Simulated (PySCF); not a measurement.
# ZrS₂, singlet: structure and spectrum

Computed with PBE0/[Zr def2-TZVP with ECP28, S def2-TZVP], scalar-relativistic core potentials, density fitting, no spin–orbit coupling, PySCF.

The structure is a higher-order saddle point with 2 imaginary modes (one degenerate set).

Coordinates in bohr (charge 0 multiplicity 1):
```
Zr    0.0000    0.0000    0.0000
S     0.0000    0.0000    4.2965
S     0.0000    0.0000   -4.2965
```

```json
{
  "Point group": "D∞h",
  "Bond lengths": "Zr–S 2.274 Å (×2)",
  "Bond angles": "S–Zr–S 180.0°",
  "Lowest empty level": "-4.15 eV",
  "Atomisation energy without zero-point energy": "914 kJ/mol",
  "Principal quadrupole moments (Buckingham, traceless) about the centre of mass": "-28.44, 14.22, 14.22 D Å",
  "Dipole moment": "0.00 D",
  "Principal polarisabilities": "74.0, 74.0, 156.0 bohr³",
  "Highest occupied level": "-6.59 eV",
  "Zero-point energy (real modes)": "5.8 kJ/mol",
  "Rotational constants": "0.051 cm⁻¹"
}
```

Harmonic modes (masses in u: Zr 89.905, S 31.972):
```
symmetry  ω (cm⁻¹)  IR (km/mol, summed over degenerate members)     type
      πu      174i                                            –     bend
     σg+       462                                          0.0  stretch
     σu+       516                                          344  stretch
```

In D∞h the vibrations span πu + σg+ + σu+. The σg+ mode carries no infrared intensity, as symmetry demands. With a centre of inversion only u modes can be infrared active and only g modes Raman active.

Charges (e):
```tsv
atom	Mulliken	Löwdin	polar tensor	Mayer order to Zr1
Zr1	1.09	0.19	2.55	–
S2,3	-0.55	-0.09	-1.28	2.02
```

Mulliken populations on Zr1 (electrons outside its core potential): s 2.16, p 6.55, d 2.14, f 0.05.

Outer orbital energies (eV). occupied: -18.34, -17.46, -9.05, -8.36, -8.36, -7.04, -7.04, -6.59; empty: -4.15, -4.04, -4.04, -1.91.

Other isomers or separated fragments may lie lower. At this level a singlet minimum of C2v symmetry lies 136 kJ/mol below this structure.

The final relaxation and frequency run took of the order of 80 core-seconds on a shared host.
